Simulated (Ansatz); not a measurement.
The cluster Pt4⁺, relaxed as a doublet with UKS B3LYP-D4/def2-SVP in Ansatz, starting from the GFN2-xTB geometry. Force threshold 0.02 eV/Å.

In the def2 sets Pt takes a core potential; there is no spin–orbit coupling. The relaxation made no stability test and no search for a lower SCF solution. No other spin state of charge 1 was run. Another isomer (quartet) lies 1.38 eV lower at PBE0-D4/def2-TZVP; other spin states weren't run for this one.

Start:

```xyz
4

Pt   -0.094   -1.409   -1.026
Pt    0.095    1.409    1.026
Pt    0.972   -0.895    1.140
Pt   -0.973    0.895   -1.139
```

Task: Estimate the energy that the relaxation releases and the steps that it takes.

Result: 0.00 eV, in 3 steps; 23 s on 4 threads of Arm Neoverse V1 on a shared host. No frequencies were taken in this run, so the end may be a saddle point.

Task: Does the start keep its bonding and symmetry?

Result: By distances, no bond broke or formed. The bond that changes most is Pt1–Pt2, from 3.49 to 3.49 Å (atoms count from 1). Point group D4h at the start, D4h at the end, both within 0.05 Å.

Task: Predict the relaxed structure.

Result: 
```xyz
4

Pt   -0.094   -1.408   -1.025
Pt    0.094    1.408    1.025
Pt    0.972   -0.895    1.139
Pt   -0.972    0.894   -1.139
```
Bond lengths (bridged metal pairs left out): 4 × Pt–Pt 2.47 Å.
